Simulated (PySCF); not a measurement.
H₅O₄Si (SMILES O[Si](O)(O)[OH2+]), charge +1, singlet, at a GFN2-xTB geometry, atoms displaced at random by about 0.08 Å a coordinate; PySCF with R2SCAN/STO-3G, gradient.

Here is a job for PySCF.
```python
from pyscf import gto, scf, dft

mol = gto.M(
    atom='''
O     0.557206   -0.096178    1.567844
Si    0.264997   -0.106983    0.016618
O     0.094496   -1.172407   -1.002673
O     0.839195    1.323927   -0.470703
O    -1.609905    0.510950   -0.140468
H     0.195565   -1.058309    2.110892
H     0.659157   -1.666551   -1.432152
H     1.598443    1.741852   -0.090774
H    -1.752479    1.173932   -0.006175
H    -2.004692    0.075175   -0.759003
''',
    basis='sto-3g',
    charge=1,
    spin=0,
    verbose=4,
)

mf = dft.RKS(mol)
mf.xc = 'r2scan'
mf.grids.level = 5
mf.kernel()
g = mf.nuc_grad_method()
g.grid_response = False
grad = g.kernel()
```

Write the output that PySCF gives for this input, abridged.


```
PySCF version 2.14.0

[INPUT] verbose = 4
[INPUT] num. atoms = 10
[INPUT] num. electrons = 50
[INPUT] charge = 1
[INPUT] spin (= nelec alpha-beta = 2S) = 0
[INPUT] symmetry False subgroup None
[INPUT] Mole.unit = angstrom
[INPUT] Symbol           X                Y                Z      unit          X                Y                Z       unit  Magmom
[INPUT]  1 O      0.557206000000  -0.096178000000   1.567844000000 AA    1.052966734964  -0.181750079208   2.962795766043 Bohr   0.0
[INPUT]  2 Si     0.264997000000  -0.106983000000   0.016618000000 AA    0.500771753831  -0.202168569984   0.031403468738 Bohr   0.0
[INPUT]  3 O      0.094496000000  -1.172407000000  -1.002673000000 AA    0.178571559867  -2.215528136523  -1.894777362496 Bohr   0.0
[INPUT]  4 O      0.839195000000   1.323927000000  -0.470703000000 AA    1.585848715104   2.501859438917  -0.889499756011 Bohr   0.0
[INPUT]  5 O     -1.609905000000   0.510950000000  -0.140468000000 AA   -3.042279536568   0.965555563347  -0.265446049265 Bohr   0.0
[INPUT]  6 H      0.195565000000  -1.058309000000   2.110892000000 AA    0.369564289551  -1.999914165162   3.989007758535 Bohr   0.0
[INPUT]  7 H      0.659157000000  -1.666551000000  -1.432152000000 AA    1.245626203090  -3.149324962620  -2.706375048748 Bohr   0.0
[INPUT]  8 H      1.598443000000   1.741852000000  -0.090774000000 AA    3.020619495728   3.291623229526  -0.171537999231 Bohr   0.0
[INPUT]  9 H     -1.752479000000   1.173932000000  -0.006175000000 AA   -3.311705349052   2.218409968863  -0.011669058819 Bohr   0.0
[INPUT] 10 H     -2.004692000000   0.075175000000  -0.759003000000 AA   -3.788318844107   0.142060161414  -1.434307797723 Bohr   0.0

nuclear repulsion = 282.83804734162
number of shells = 22
number of NR pGTOs = 102
number of NR cGTOs = 34
basis = sto-3g
ecp = {}

******** <class 'pyscf.dft.rks.RKS'> ********
method = RKS
initial guess = minao
damping factor = 0
level_shift factor = 0
DIIS = <class 'pyscf.scf.diis.CDIIS'>
diis_start_cycle = 1
diis_space = 8
diis_damp = 0
SCF conv_tol = 1e-09
SCF conv_tol_grad = None
SCF max_cycles = 50
direct_scf = True
direct_scf_tol = 1e-13
XC library pyscf.dft.libxc version 7.1.2
    S. Lehtola, C. Steigemann, M. J. T. Oliveira, and M. A. L. Marques,  SoftwareX 7, 1–5 (2018)
XC functionals = r2scan
    J. W. Furness, A. D. Kaplan, J. Ning, J. P. Perdew, and J. Sun,  J. Phys. Chem. Lett. 11, 8208–8215 (2020)
    J. W. Furness, A. D. Kaplan, J. Ning, J. P. Perdew, and J. Sun,  J. Phys. Chem. Lett. 11, 9248–9248 (2020)
    J. W. Furness, A. D. Kaplan, J. Ning, J. P. Perdew, and J. Sun,  J. Phys. Chem. Lett. 11, 8208–8215 (2020)
    J. W. Furness, A. D. Kaplan, J. Ning, J. P. Perdew, and J. Sun,  J. Phys. Chem. Lett. 11, 9248–9248 (2020)
radial grids:
    Treutler-Ahlrichs [JCP 102, 346 (1995); DOI:10.1063/1.469408] (M4) radial grids

becke partition: Becke, JCP 88, 2547 (1988); DOI:10.1063/1.454033
pruning grids: <function nwchem_prune>
grids dens level: 5
symmetrized grids: False
atomic radii adjust function: <function treutler_atomic_radii_adjust>
small_rho_cutoff = 0
Set gradient conv threshold to 3.16228e-05
Initial guess from minao.
tot grids = 333168
init E= -586.794539330087
  HOMO = -0.4330939540335  LUMO = -0.022459376592453  gap/eV = 11.17394
cycle= 1 E= -584.960000520516  delta_E= 1.83  |g|= 0.941  |ddm|= 3.86
  HOMO = -0.141044407304196  LUMO = 0.00210571628042477  gap/eV = 3.89531
cycle= 2 E= -584.781046218596  delta_E= 0.179  |g|= 1.22  |ddm|= 3.12
  HOMO = -0.321692505007333  LUMO = -0.0651839492268796  gap/eV = 6.97995
cycle= 3 E= -585.233741386829  delta_E= -0.453  |g|= 0.348  |ddm|= 2.11
  HOMO = -0.318345351838505  LUMO = -0.0578456968052114  gap/eV = 7.08856
cycle= 4 E= -585.2709103994  delta_E= -0.0372  |g|= 0.0708  |ddm|= 0.599
  HOMO = -0.316206200359686  LUMO = -0.0677020426618166  gap/eV = 6.76214
cycle= 5 E= -585.272386692442  delta_E= -0.00148  |g|= 0.0247  |ddm|= 0.137
  HOMO = -0.321968676088352  LUMO = -0.0674829091158523  gap/eV = 6.92491
cycle= 6 E= -585.272566727584  delta_E= -0.00018  |g|= 0.00846  |ddm|= 0.0477
  HOMO = -0.320851911846063  LUMO = -0.0676761125650284  gap/eV = 6.88926
cycle= 7 E= -585.272589657456  delta_E= -2.29e-05  |g|= 0.00111  |ddm|= 0.0138
  HOMO = -0.320953619354026  LUMO = -0.0675253684796496  gap/eV = 6.89613
cycle= 8 E= -585.272590131528  delta_E= -4.74e-07  |g|= 0.000183  |ddm|= 0.00221
  HOMO = -0.320977582065635  LUMO = -0.0675466953534893  gap/eV = 6.89621
cycle= 9 E= -585.272590143165  delta_E= -1.16e-08  |g|= 2.64e-05  |ddm|= 0.000265
  HOMO = -0.320975873844209  LUMO = -0.0675484551514279  gap/eV = 6.89611
cycle= 10 E= -585.272590143459  delta_E= -2.94e-10  |g|= 3.52e-06  |ddm|= 6.24e-05
  HOMO = -0.320976841257394  LUMO = -0.0675479252211086  gap/eV = 6.89615
Extra cycle  E= -585.272590143462  delta_E= -3.41e-12  |g|= 4.32e-06  |ddm|= 1.69e-05
converged SCF energy = -585.272590143462

******** <class 'pyscf.grad.rks.Gradients'> for <class 'pyscf.dft.rks.RKS'> ********
unit = Eh/Bohr
grid_response = False
--------------- RKS gradients ---------------
         x                y                z
0 O     0.0233739050     0.0912087587    -0.1154546179
1 Si     0.0060615004    -0.1138924808    -0.0282310957
2 O     0.1557010581    -0.0271565647    -0.0223268925
3 O     0.0577843154     0.0129826790     0.0530262556
4 O    -0.3593459750     0.8339557443     0.0153381675
5 H    -0.0301566020    -0.0775856172     0.0445857880
6 H    -0.1319162203     0.1170548092     0.1009172024
7 H    -0.0526196349    -0.0199215148    -0.0357653535
8 H     0.2107039994    -0.9217535533    -0.1780585245
9 H     0.1211820270     0.1040360375     0.1659033447
----------------------------------------------
```
